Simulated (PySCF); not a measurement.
PySCF input (CCSD(T)/cc-pVDZ):

```python
from pyscf import gto, scf, mp, cc as ccmod

mol = gto.M(
    atom='''
    P    -1.00461171   -0.37909113   -0.03250634
    P     1.00461171    0.37909113    0.03250634
    H    -1.59475521    0.19172810    1.11421367
    H    -1.58868246    0.36373926   -1.07947105
    H     1.58868246   -0.36373926    1.07947105
    H     1.59475521   -0.19172810   -1.11421367
    ''',
    basis='cc-pvdz',
    charge=1,
    spin=1,
    verbose=4,
)

mf = scf.UHF(mol)
mf.conv_tol = 1e-10
mf.max_cycle = 100
mf.kernel()
mo, _, stable, _ = mf.stability(return_status=True)
if not stable:
    mf.kernel(mf.make_rdm1(mo, mf.mo_occ))
mp2 = mp.MP2(mf, frozen=10).run()
cc = ccmod.CCSD(mf, frozen=10)
cc.max_cycle = 100
cc.kernel()
et = cc.ccsd_t()
print(f'E(CCSD(T)) = {cc.e_tot + et:.9f}')
```

End of the output:

```
Extra cycle  E= -683.505970728313  delta_E= -1.36e-12  |g|= 7.11e-07  |ddm|= 2.19e-06
converged SCF energy = -683.505970728313  <S^2> = 0.80569151  2S+1 = 2.054937
uhf_internal: lowest eigs of H = [0.10661527 0.3420761  0.39129348]
<class 'pyscf.scf.uhf.UHF'> wavefunction is stable in the internal stability analysis

******** <class 'pyscf.mp.ump2.UMP2'> ********
nocc = (np.int64(7), np.int64(6)), nmo = (46, 46)
frozen orbitals 10
E(UMP2) = -683.730854559634  E_corr = -0.224883831321433
E(SCS-UMP2) = -683.737806103602  E_corr = -0.2318353752895
E_corr(same-spin) = -0.0438752564956386
E_corr(oppo-spin) = -0.181008574825795

******** <class 'pyscf.cc.uccsd.UCCSD'> ********
CC2 = 0
CCSD nocc = (np.int64(7), np.int64(6)), nmo = (46, 46)
frozen orbitals 10
max_cycle = 100
direct = 0
conv_tol = 1e-07
conv_tol_normt = 1e-06
diis_space = 6
diis_start_cycle = 0
diis_start_energy_diff = 1e+09
Init t2, MP2 energy = -0.224883832667308
Init E_corr(UCCSD) = -0.224883832667902
cycle = 1  E_corr(UCCSD) = -0.256072899041288  dE = -0.0311890664  norm(t1,t2) = 0.078482
cycle = 2  E_corr(UCCSD) = -0.264898134593921  dE = -0.00882523555  norm(t1,t2) = 0.0308532
cycle = 3  E_corr(UCCSD) = -0.269963829368941  dE = -0.00506569478  norm(t1,t2) = 0.0169077
cycle = 4  E_corr(UCCSD) = -0.270016011794952  dE = -5.2182426e-05  norm(t1,t2) = 0.00536312
cycle = 5  E_corr(UCCSD) = -0.269885686205576  dE = 0.000130325589  norm(t1,t2) = 0.00258598
cycle = 6  E_corr(UCCSD) = -0.269940193711187  dE = -5.45075056e-05  norm(t1,t2) = 0.000791503
cycle = 7  E_corr(UCCSD) = -0.269942863347652  dE = -2.66963646e-06  norm(t1,t2) = 0.000274872
cycle = 8  E_corr(UCCSD) = -0.269943831959407  dE = -9.68611756e-07  norm(t1,t2) = 0.000136589
cycle = 9  E_corr(UCCSD) = -0.269943047990555  dE = 7.83968853e-07  norm(t1,t2) = 6.16173e-05
cycle = 10  E_corr(UCCSD) = -0.269942271518005  dE = 7.76472549e-07  norm(t1,t2) = 2.43177e-05
cycle = 11  E_corr(UCCSD) = -0.269941782905987  dE = 4.88612018e-07  norm(t1,t2) = 8.09288e-06
cycle = 12  E_corr(UCCSD) = -0.269941571661149  dE = 2.11244838e-07  norm(t1,t2) = 3.25011e-06
cycle = 13  E_corr(UCCSD) = -0.26994154159042  dE = 3.00707299e-08  norm(t1,t2) = 1.30965e-06
cycle = 14  E_corr(UCCSD) = -0.269941555155552  dE = -1.35651322e-08  norm(t1,t2) = 4.24147e-07
UCCSD converged
E(UCCSD) = -683.7759122834683  E_corr = -0.2699415551555517
UCCSD(T) correction = -0.00868694896666186
E(CCSD(T)) = -683.784599232
```
